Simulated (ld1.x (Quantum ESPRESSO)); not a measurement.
Li (Z = 3): one change to a TM potential, before and after

lithium, norm-conserving Troullier–Martins (Kleinman–Bylander form), made with ld1.x (Quantum ESPRESSO) 7.5 (LDA (PZ), scalar-relativistic). Core [He], reference 2s1 2p0. Waves: 2s (bound): rc 3.40 bohr; 3d channel at 0.05 Ry: rc 3.35 bohr; 2p (bound, empty): rc 4.20 bohr. Local part: the p channel. Core correction: Bessel-smoothed model core inside 2.25 bohr.

All-electron outer shells of the reference configuration (LDA (PZ), scalar-relativistic, ld1.x):

```json
{"shell": "1s", "level (eV)": "-51.10", "outermost node (bohr)": "–", "outermost maximum (bohr)": "0.36"}
{"shell": "2s", "level (eV)": "-2.88", "outermost node (bohr)": "0.84", "outermost maximum (bohr)": "3.12"}
{"shell": "2p", "level (eV)": "-1.13", "outermost node (bohr)": "–", "outermost maximum (bohr)": "3.91"}
```

Change: core correction Bessel-smoothed model core inside 2.94 bohr.

Cutoffs: the cutoffs (Ry, on a coarse ladder) from which the occupation-weighted sum of valence levels, in a spherical-Bessel basis at the reference potential, stays within 10 and 1 mRy of its value at 400 Ry; they do not see the model core or the augmentation charge, which bear on the density cutoff. Errors are all-electron minus pseudo energies relative to the spin-unpolarised reference configuration.

Task: Predict the effect on cutoff, ghosts and configuration errors.

Result: Both files are so soft that the ladder of cutoffs tells neither apart; of the 4 tests that both files solve, the error grows in 3 and shrinks in 1 by more than 15 % and 0.3 meV (median size 1.0 → 6.1 meV); neither file shows a bound ghost. A wider model core is smoother and lowers the density cutoff, which this test does not measure.

| quantity | base | changed |
| --- | --- | --- |
| cutoff, loose | 6 Ry | 6 Ry |
| cutoff, tight | 6 Ry | 6 Ry |
| bound ghosts | none | none |
| error for 2s0.5 2p0, meV [ΔE 2.04 eV] | +0.5 | +3.3 |
| error for 2s0 2p1, meV [ΔE 1.75 eV] | -7.2 | -3.6 |
| error for 2s1 2p0 (spin-polarised), meV [ΔE -0.23 eV] | +1.4 | +11 |
| error for 2s0.5 2p0 (spin-polarised), meV [ΔE 1.95 eV] | +0.7 | +8.6 |
| s: phases at 4.57 bohr within 0.05 rad from the reference energy up to (Ry; the scan ends near 5) | 0.7 | 0.7 |
| p: phases at 4.57 bohr within 0.05 rad from the reference energy up to (Ry; the scan ends near 5) | 0.6 | 0.6 |
| d: phases at 4.57 bohr within 0.05 rad from the reference energy up to (Ry; the scan ends near 5) | 1.2 | 1.2 |
